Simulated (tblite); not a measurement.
C₄H₉F₃OSi.
Bonds: C1–C2, C2–C3, C3–O4, O4–Si5, Si5–F6, Si5–F7, Si5–C8, C8–F9. Hydrogens: H10, H11, H12 on C1; H13, H14 on C2; H15, H16 on C3; H17, H18 on C8.

Structure optimised with GFN2-xTB, isolated species.

(1) What internal coordinates does the optimisation give?

## Answers

(1) 
```tsv
bond	length (bohr)
C1–C2	2.878
C2–C3	2.880
C3–O4	2.675
O4–Si5	2.995
Si5–F6	3.007
Si5–F7	3.027
Si5–C8	3.602
C8–F9	2.618
C1–H10, C1–H11, C1–H12	2.054
C2–H13, C2–H14	2.062
C3–H15, C3–H16	2.068
C8–H17, C8–H18	2.066
```

Bonds in one row agree within 0.02 bohr and their mean is given. A selection of angles:
```tsv
angle	degrees
C1–C2–C3	111.3
C2–C3–O4	109.0
C3–O4–Si5	135.8
O4–Si5–F6	103.9
O4–Si5–F7	112.5
O4–Si5–C8	117.7
F6–Si5–F7	103.7
F6–Si5–C8	110.0
F7–Si5–C8	108.0
Si5–C8–F9	111.1
```

Dihedral angles: C1–C2–C3–O4 180° (antiperiplanar); C2–C3–O4–Si5 -165° (antiperiplanar); C3–O4–Si5–F6 174° (antiperiplanar); O4–Si5–C8–F9 -24° (synperiplanar). The mirror-image conformer, all signs reversed, is as good.

Of the pairs four or more bonds apart, F9···H16 is among the closest relative to their van der Waals radii: 2.66 Å, 100 % of the sum of Bondi's values. Si5 (fluorine-bound silicon) is distorted tetrahedral (angles from 103.7° to 117.7°).

Point group: C1 (no symmetry element, even within 0.4 Å). Its GFN2-xTB frequencies are all real (lowest 21 cm⁻¹). The numbers are those of one conformer.

All values are computed, not measured.
